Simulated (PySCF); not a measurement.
An excited-state job on `S[SiH2][SiH2][GeH3]`.

Computed with TDDFT B3LYP/def2-SVPD, vertical, gas phase, core orbitals frozen in the response (PySCF 2.14.0, density-fitted response routines). Geometry: GFN2-xTB. A driver script takes a list of jobs; this job's settings line and coordinates (Å) are shown.

Input:
```
{"job": {"kind": "uv", "xc": "B3LYP", "basis": "def2-SVPD", "nstates": 8, "ntriplets": 3}, "charge": 0, "multiplicity": 1}
S      2.611499    -0.884009     0.477394
Si     1.470862     0.931493     0.752402
Si    -0.338865     0.949615    -0.705893
Ge    -1.700666    -0.934198    -0.386188
H      1.591886    -1.729908     0.545357
H      2.503648     1.938532     0.544074
H      1.098196     0.944205     2.170125
H     -1.130621     2.161686    -0.466375
H      0.068293     0.992070    -2.115001
H     -1.030392    -2.247576    -0.673038
H     -2.182009    -1.113575     1.025278
H     -2.960634    -1.009021    -1.194160
```

Give the output.

```
coarse grid: 46336 points
cycle   1  E = -3058.5194502107  dE = -5.949e-01  |g| = 4.429e-01  |ddm| = 3.838e+00
cycle   2  E = -3058.5087030477  dE =  1.075e-02  |g| = 4.959e-01  |ddm| = 9.432e-01
cycle   3  E = -3058.5500842351  dE = -4.138e-02  |g| = 3.219e-02  |ddm| = 6.129e-01
cycle   4  E = -3058.5504106882  dE = -3.265e-04  |g| = 1.613e-02  |ddm| = 8.550e-02
cycle   5  E = -3058.5504934127  dE = -8.272e-05  |g| = 2.627e-03  |ddm| = 2.866e-02
cycle   6  E = -3058.5504951613  dE = -1.749e-06  |g| = 6.095e-04  |ddm| = 5.710e-03
final grid: 91616 points
cycle   7  E = -3058.5504562929  dE = -6.810e-08  |g| = 7.228e-04  |ddm| = 5.192e-03
cycle   8  E = -3058.5504562476  dE =  4.527e-08  |g| = 9.276e-04  |ddm| = 2.555e-03
cycle   9  E = -3058.5504564500  dE = -2.024e-07  |g| = 6.250e-05  |ddm| = 1.241e-03
cycle  10  E = -3058.5504564514  dE = -1.321e-09  |g| = 4.959e-06  |ddm| = 1.156e-04
cycle  11  E = -3058.5504564514  dE = -1.000e-11  |g| = 2.467e-06  |ddm| = 1.424e-05
converged SCF energy = -3058.5504564514

Static polarisability (au): isotropic 113.996, principal 95.198 114.174 132.617

Singlet excitations
state   eV       nm        f      main configurations
  1   5.1089    242.7   0.00839   H->L 0.97
  2   5.5828    222.1   0.01984   H->L+1 0.84, H->L+2 0.09
  3   5.8649    211.4   0.00165   H->L+2 0.78, H->L+1 0.11
  4   6.1784    200.7   0.03030   H->L+3 0.89
  5   6.3384    195.6   0.00103   H->L+5 0.78
  6   6.5109    190.4   0.01329   H->L+4 0.93
  7   6.6228    187.2   0.11092   H-1->L 0.88
  8   6.8344    181.4   0.03149   H->L+6 0.67, H-2->L 0.22

Triplet excitations (Tamm-Dancoff, eV): 4.8259 5.2745 5.5946
```

The SCF starts on a coarse grid where the log names one; the energy can jump when the final grid takes over, and dE then counts from the start density on the new grid. H and L stand for HOMO and LUMO; the number after each pair is its weight.

How does the lowest singlet excitation compare with the HOMO–LUMO gap?

HOMO -7.05 eV and LUMO -1.02 eV give a gap of 6.03 eV; S1 at 5.11 eV lies 0.92 eV below it.

Summary of the converged run: HOMO -7.05 eV, LUMO -1.02 eV; lowest singlet 5.11 eV; lowest triplet 4.83 eV (Tamm–Dancoff); mean polarisability 114.0 au.

 Relativistic effects, spin–orbit coupling among them, are left out although an element past zinc is present.

How long does this job take on one thread of an x86-64 server, shared host?

About 17 s.

One conformer stands for the species.
Labels such as C1 count atoms from 1, the log's own numbers from 0.
